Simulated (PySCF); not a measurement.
SnOF₂, SMILES [O]=[Sn]([F])[F].

The structure is a stationary point at B3LYP-D3(BJ)/def2-SVP. The def2 effective core potentials stand for the cores of Sn; spin–orbit coupling is left out.

Two levels are set side by side: TDA-PBE/def2-SVPD (PySCF) and TDA-PBE0/def2-SVPD (PySCF). Vertical, same geometry. The lowest singlet is HOMO→LUMO 99 % with PBE and HOMO→LUMO 99 % with the other functional; states are paired by order. Differences are taken from unrounded values.

| quantity | TDA-PBE |
|---|---|
| lowest singlet excitation (eV) | 2.67 |
| lowest triplet excitation (TDA) (eV) | 1.97 |
| first bright state (f over 0.05) (eV) | 6.32 |
| its oscillator strength | 0.06 |

Q: These are the TDA-PBE values. What does TDA-PBE0 give? (An estimate is asked for; the answer gives what the named calculation found.)

A: 
| quantity | TDA-PBE0 | TDA-PBE minus TDA-PBE0 |
|---|---|---|
| lowest singlet excitation (eV) | 2.94 | -0.27 |
| lowest triplet excitation (TDA) (eV) | 2.15 | -0.18 |
| first bright state (f over 0.05) (eV) | 6.50 | -0.18 |
| its oscillator strength | 0.09 | -0.02 |

Functionals without exact exchange tend to place singlet excitations lower, as here. Differences between two approximate levels are no errors against the true value.

Rough cost on one machine, each run with all the roots and properties that it gave: TDA-PBE0 against TDA-PBE within a factor of 2.
